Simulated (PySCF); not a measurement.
Exercise with solution: dipole moment from atomic charges

Be(OH)(OMe) (CH4BeO2), SMILES C[O][Be][OH]. Atoms are numbered in the order given.

```xyz
8

Be     0.3982     0.1229     0.6701
O      1.2148     0.3847     1.7962
H      2.0873     0.7352     1.9531
O     -0.4445    -0.1523    -0.4059
C     -1.0345    -0.3255    -1.6304
H     -1.1131     0.6280    -2.1853
H     -0.4649    -1.0315    -2.2631
H     -2.0575    -0.7300    -1.5256
```
Charge 0, spin multiplicity 1.

Coordinates come from a PBE0-D3(BJ)/def2-SVP optimisation. Other conformers were not sampled.

Charges (e) from M06-2X/def2-TZVPD (PySCF):

```
atom     IAO  ESP fit
----  ------  -------
Be1    1.654    0.660
O2    -1.205   -0.790
H3     0.380    0.396
O4    -1.045   -0.258
C5    -0.162   -0.498
H6     0.124    0.159
H7     0.124    0.160
H8     0.128    0.172
```

The dipole moment of the full density is 1.43 D.

What dipole moment does each set of point charges give, and which comes closer to that of the density?


μ = Σ q r, and 1 e Å = 4.8032 D.
IAO: Σ q r = (0.161, 0.087, -0.372) e Å, |μ| = 1.99 D.
ESP fit: Σ q r = (0.154, 0.079, -0.259) e Å, |μ| = 1.50 D.
ESP fit comes closer in size. Point charges leave out the atoms' own dipoles (lone pairs, polarised bonds); fits to the potential absorb them, partitions of the density don't.
